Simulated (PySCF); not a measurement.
Species: PhOCF3, C₇H₅F₃O.
Z-matrix (Å and degrees, GFN2-xTB geometry), rows numbered from 1:
```
F 
C   1  1.3464
F   2  1.3464  1  105.34
F   2  1.3294  1  106.55  3   112.93
O   2  1.3141  1  114.46  3  -126.61
C   5  1.4095  2  120.62  1    60.85
C   6  1.3876  5  114.62  2  -179.90
C   7  1.3815  6  119.43  5   179.99
C   8  1.3859  7  120.15  6     0.03
C   9  1.3823  8  119.80  7    -0.05
C   6  1.3830  5  124.25  2     0.09
H   7  1.0774  6  118.81  5    -0.03
H   8  1.0788  7  119.55  6  -179.98
H   9  1.0790  8  120.14  7   179.94
H  10  1.0790  9  120.27  8  -179.93
H  11  1.0783  6  121.94  5    -0.06
```

Method: PBE0/pcSseg-1 in PySCF (dipole) on a GFN2-xTB geometry, gas phase.

Take the most abundant isotopes and a rigid rotor. The values belong to one conformer with, in the numbering `[F:1][C:2]([F:3])([F:4])[O:5][c:6]1[cH:7][cH:8][cH:9][cH:10][cH:11]1`, C2–O5–C6–C7 180°.

**Question.** Give the principal moments of inertia and the rotational constants in MHz.

**Answer.** Ia = 176.05, Ib = 744.21, Ic = 833.16 u·Å²; 505379 MHz·u·Å²/I gives A = 2871, B = 679.1, C = 606.6 MHz.

**Question.** What kind of rotor is it?

**Answer.** A near-prolate asymmetric top; Ray's κ = -0.936.

**Question.** What does the inertial defect say?

**Answer.** Not planar: Δ = Ic − Ia − Ib = -87.10 u·Å². For a rigid frame Δ = −2 Σ m c², so Σ m c² = 43.55 u·Å² lies off the ab plane: 0.00 from hydrogen and 43.55 from heavier atoms. The atom farthest from that plane is 1.07 Å away.

**Question.** Give the other two planar moments, Paa and Pbb, and the rms extents of the mass along the axes.

**Answer.** Paa = Σ m a² = (Ib + Ic − Ia)/2 = 700.66 and Pbb = Σ m b² = (Ia + Ic − Ib)/2 = 132.50 u·Å². With the mass M = 162.03 u, the rms extents √(P/M) along a, b and c are 2.08, 0.90, 0.52 Å.

**Question.** Give the coordinates in the principal-axis frame, origin at the centre of mass.

**Answer.** The sense of each axis is arbitrary; atoms in the order of the calculation.
```csv
atom,mass (u),a (Å),b (Å),c (Å)
F1,18.998,1.777,-0.757,-1.072
C2,12.000,1.714,0.056,0.000
F3,18.998,1.778,-0.759,1.069
F4,18.998,2.835,0.770,0.000
O5,15.995,0.687,0.876,0.001
C6,12.000,-0.631,0.375,0.001
C7,12.000,-1.619,1.350,0.000
C8,12.000,-2.947,0.969,-0.001
C9,12.000,-3.286,-0.375,0.000
C10,12.000,-2.292,-1.334,0.000
C11,12.000,-0.953,-0.970,0.000
H12,1.008,-1.326,2.386,0.001
H13,1.008,-3.717,1.725,-0.001
H14,1.008,-4.324,-0.672,0.000
H15,1.008,-2.547,-2.383,-0.001
H16,1.008,-0.196,-1.737,0.000
```

**Question.** Which lines would a microwave search look for?

**Answer.** The dipole components are |μa| = 2.73 D, |μb| = 0.13 D, |μc| = 0.00 D; the mirror of this Cs structure is the ab plane, so μc vanishes by symmetry and there are no c-type lines. Intensities carry the squares of the components, which stand as 1.00 : 0.00 (a : b). Some lines, for components of 0.1 D or more:

```
type  branch         J(Ka,Kc)    MHz  lower level (cm⁻¹)
   b       R  2(0,2) ← 1(1,1)    378               0.116
   a       Q  3(1,2) ← 3(1,3)    435               0.324
   a       Q  4(1,3) ← 4(1,4)    725               0.491
   a       R  1(0,1) ← 0(0,0)   1286               0.000
   b       R  3(0,3) ← 2(1,2)   1729               0.199
   b       Q  1(1,0) ← 1(0,1)   2264               0.043
   b       Q  3(1,2) ← 3(0,3)   2453               0.257
   a       R  2(1,1) ← 1(1,0)   2644               0.118
   b       R  1(1,1) ← 0(0,0)   3477               0.000
   a       R  3(0,3) ← 2(0,2)   3850               0.129
   a       R  3(1,2) ← 2(1,1)   3965               0.207
   b       R  2(1,2) ← 1(0,1)   4690               0.043
   a       R  4(0,4) ← 3(0,3)   5125               0.257
   a       R  4(2,3) ← 3(2,2)   5141               0.555
   a       R  4(3,1) ← 3(3,0)   5146               0.926
   a       R  4(1,3) ← 3(1,2)   5284               0.339
   b       R  3(1,3) ← 2(0,2)   5868               0.129
   b       R  2(2,1) ← 1(1,0)   9218               0.118
   b       Q  3(3,1) ← 3(2,2)  11140               0.555
   b       Q  4(3,2) ← 4(2,3)  11145               0.726
   b       R  3(3,1) ← 2(2,0)  14995               0.426
   b       R  3(3,0) ← 2(2,1)  14997               0.426
   b       Q  4(4,1) ← 4(3,2)  15591               1.098
```

**Question.** Estimate the classical rotational partition function at 25 K, 100 K and 298.15 K.

**Answer.** Point group Cs, symmetry number σ = 1; q = (√π/σ)·√((kT/h)³/(ABC)), k/h = 20836.6 MHz/K: 19400 at 25 K, 155000 at 100 K, 798000 at 298.15 K.

No frequency check. These are rigid-rotor constants of the computed structure; measured ground-state constants (B0) also hold zero-point vibration.

On one thread, x86-64 server, shared host, this took 29 s wall. This is the PBE0/pcSseg-1 job that gave the dipole, with the shieldings it also computed.
